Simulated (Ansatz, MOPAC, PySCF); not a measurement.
Lewis adduct: AlH3 (SMILES [AlH3]) (first 4 atoms) with C2H6O (SMILES COC); geometry from B3LYP-D3(BJ)/def2-TZVP, rigid monomers moved along the line of their centres of mass till Al1···O6 is 1.79 Å.
(charge 0, multiplicity 1):
```xyz
13

Al     0.07527    -0.21232     0.65209
H     -1.44493    -0.37966     0.19925
H      0.73711     1.20981     0.36305
H      1.01513    -1.50009     0.62713
C      0.44081    -0.99644     3.38161
O     -0.13642    -0.10391     2.42161
C     -0.93781     0.93849     2.98968
H     -0.35270    -1.48832     3.94752
H      1.09164    -0.43706     4.05642
H      1.01572    -1.72845     2.82320
H     -1.77098     0.50095     3.54236
H     -1.31404     1.54020     2.16724
H     -0.32493     1.55350     3.65090
```

Monomers are frozen at their geometry in the pair; levels with a basis set take the counterpoise correction. Rows marked so take none.

Frozen-core correlation. Rows in 3-21G, 6-311+G**, 6-31G* carry no dispersion term and start afresh at each structure (6-31G* with six Cartesian d functions). MP2/6-31G* freezes PySCF's default core. The state reached by AM1, PM6 isn't checked.

The values were computed with Ansatz (an electronic-structure program) with Gaussian orbitals; MOPAC for AM1, PM6 (differences of heats of formation); PySCF for 3-21G rows, 6-311+G** rows, 6-31G* rows, the dispersion terms. Each number belongs to the level named beside it.

Other levels give for the interaction energy: PBE/def2-TZVPPD -839.4; B3LYP/def2-TZVPPD -845.6; B3LYP-D3(BJ)/def2-TZVPPD -1023.8; wB97M-V/def2-TZVPPD -1073.1; CCSD(T)/aug-cc-pV(D+d)Z -831.5 meV.

Common cheap choices:

| level | interaction energy (meV) |
|---|---|
| AM1 | -512.1 |
| PM6 | -106.6 |
| HF/3-21G (no counterpoise) | -1641.7 |
| HF/6-31G* | -796.4 |
| HF/6-31G* (no counterpoise) | -910.1 |
| B3LYP/6-311+G** (no counterpoise) | -788.7 |
| M06-2X/6-31G* (no counterpoise) | -1214.5 |
| MP2/6-31G* (no counterpoise) | -1034.7 |
